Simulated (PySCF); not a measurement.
# [YI2]+ at several levels of theory

Computed with PySCF 2.14.0 (density fitting, no spin-orbit coupling) at the geometry relaxed with PBE0:

```xyz
3
[YI2]+ (singlet)
Y     0.0000    0.0000   -1.1012
I     2.2306    0.0000    0.4192
I    -2.2306    0.0000    0.4192
```

```csv
level,basis,state,HOMO (eV),gap (eV),charge on Y1 (e),dipole about the centre of mass (D),largest force component (eV/Å)
PBE0,"Y def2-SVP with ECP28, I def2-SVP with ECP28",singlet,-11.98,4.29,1.03,8.08,0.02
BP86,the same,singlet,-11.06,2.73,0.93,7.52,0.27
B3LYP,the same,singlet,-11.72,3.72,0.99,7.88,0.30
```

Charges are Mulliken's, which hang on the basis. The relaxation used the grid (50, 194), these runs (75, 302) or, all-electron (x2c bases, spin-free X2C Hamiltonian), (99, 590).

Task: What does PBE0 with Y def2-TZVP with ECP28, I def2-TZVP with ECP28 give here?

Result: state singlet, HOMO (eV) -11.92, gap (eV) 4.34, charge on Y1 (e) 1.21, dipole about the centre of mass (D) 7.79, largest force component (eV/Å) 0.03. Time: 10 s on 2 threads of Intel(R) Xeon(R) Platinum 8259CL CPU @ 2.50GHz (Skylake/Cascade Lake), with other jobs on the host, from free ions and atoms.

In the first row's basis the gap widens with exact exchange: 2.7 eV for BP86 (none); 3.7 to 4.3 eV for B3LYP, PBE0 (a fixed share).
